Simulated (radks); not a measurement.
Q: Sc V, configuration [Ne] 3s2 3p5. Calculated with a radial shooting solver on a logarithmic mesh with Libxc functionals: scalar-relativistic Kohn-Sham, BLYP, spin-unpolarised, spherical densities, point nucleus. Some entries of the table are withheld. Estimate them.

orbital,occ.,eigenvalue (hartree),<r^2> (bohr^2)
1s,2,(1),0.007175
2s,2,(2),0.1395
2p,6,(3),0.1166
3s,2,(4),1.221
3p,5,(5),1.383

A: 
(1) 1s eigenvalue (hartree): -163.7598
(2) 2s eigenvalue (hartree): -19.49996
(3) 2p eigenvalue (hartree): -16.34864
(4) 3s eigenvalue (hartree): -3.87453
(5) 3p eigenvalue (hartree): -3.05866
